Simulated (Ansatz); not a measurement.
This geometry of BFH7NSi (11 atoms, charge 0, multiplicity 1) is a first-order saddle point.

Computed with Ansatz, RKS B3LYP/6-31G*.

```xyz
11
Properties=species:S:1:pos:R:3
B 0.191 -0.503 -0.021
F -0.630 0.667 1.003
H 1.320 -0.115 -0.068
H -0.473 -0.571 -1.011
N -0.104 -1.555 1.054
H -0.870 -2.181 0.816
Si 1.193 -2.306 2.001
H 2.073 -3.167 1.168
H 1.994 -1.220 2.613
H 0.570 -3.145 3.058
H -0.631 -0.294 1.495
```

Question: Which two structures does it join? (They come from a converged band through this point; their orientation in space is the band's.)

Answer: Bonds broken: B1–F2, N5–H11. Bonds formed: F2–H11. BFH7NSi becomes BH6NSi + FH.

First end point:

```xyz
11
Properties=species:S:1:pos:R:3
B 0.126 -0.362 -0.005
F -0.863 0.617 -0.003
H 1.252 0.053 0.213
H 0.043 -1.183 -0.896
N -0.225 -1.275 1.400
H -1.068 -1.823 1.221
Si 1.202 -2.273 1.913
H 1.825 -2.829 0.698
H 2.101 -1.369 2.660
H 0.719 -3.366 2.796
H -0.479 -0.583 2.110
```

Last end point:

```xyz
11
Properties=species:S:1:pos:R:3
B 0.394 -0.703 -0.378
F -0.824 0.323 2.452
H 1.366 -0.024 -0.234
H -0.328 -0.583 -1.324
N 0.077 -1.660 0.618
H -0.719 -2.263 0.420
Si 1.147 -2.187 1.942
H 1.898 -3.404 1.532
H 2.080 -1.078 2.226
H 0.317 -2.526 3.123
H -0.775 -0.286 1.731
```

Question: How far does it lie above each of them?

Answer: 1.30 eV above the first and 0.40 eV above the second. This is the barrier of this one path; another mechanism may lie lower. The orbitals stay closed-shell, which can raise the energy where a bond breaks towards radicals; this wasn't checked here.

Run time: 8.3 min on 1 thread of AMD EPYC 7R43 64-Core Processor (Zen 3), with other jobs on the host, peak memory 0.17 GiB.
